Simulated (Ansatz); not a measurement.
`[OH][Al]([F])[TeH]` + `C[SiH](N)Br` → `C[SiH](N)[TeH]` + `[OH][Al]([F])[Br]`  (redistribution)

Gas-phase electronic energies from Ansatz, PBE0-D4/def2-TZVP geometries. CCSD(T)/CBS is the MP2 limit (def2-TZVPP, def2-QZVPP) plus CCSD(T) − MP2 in def2-TZVPP, frozen cores. Functionals use def2-TZVPP. B3LYP here is the variant with VWN-RPA as its local correlation; programs differ in this. def2 core potentials past Kr. For Br, Te outer-core shells are correlated without core-valence functions, which leaves a few kJ/mol of doubt a bond. Scalar relativity is left out up to krypton. Each species was taken in one conformer, which may not be the lowest.

(1) Is it downhill or uphill in electronic energy at CCSD(T)/CBS, and by how much? (An estimate is asked.)

(2) What do these levels give: r2SCAN-D4, ωB97M-V, B2PLYP, PBE, PBE0, B3LYP, MP2/def2-TZVPP, CCSD/def2-TZVPP, CCSD(T)/def2-TZVPP, MP2/def2-QZVPP, SCS-MP2/def2-QZVPP, MP2/CBS(def2)? (Best estimate.)

Largest T1 diagnostic among the species: 0.012.

Results:

(1) The calculation gave: Uphill: ΔE = +1.3 kcal/mol.

(2) Computed: r2SCAN-D4 1.6, ωB97M-V 1.7, B2PLYP 1.7, PBE 2.4, PBE0 2.0, B3LYP 1.9, MP2/def2-TZVPP 1.2, CCSD/def2-TZVPP 1.3, CCSD(T)/def2-TZVPP 1.3, MP2/def2-QZVPP 1.2, SCS-MP2/def2-QZVPP 1.2, MP2/CBS(def2) 1.2 kcal/mol.

The D4 term adds −0.7 kcal/mol with B3LYP and −0.4 kcal/mol with PBE0; it sums over pairs of atoms, weighted by their polarisabilities, and B3LYP, whose exchange is more repulsive, gets the larger term.
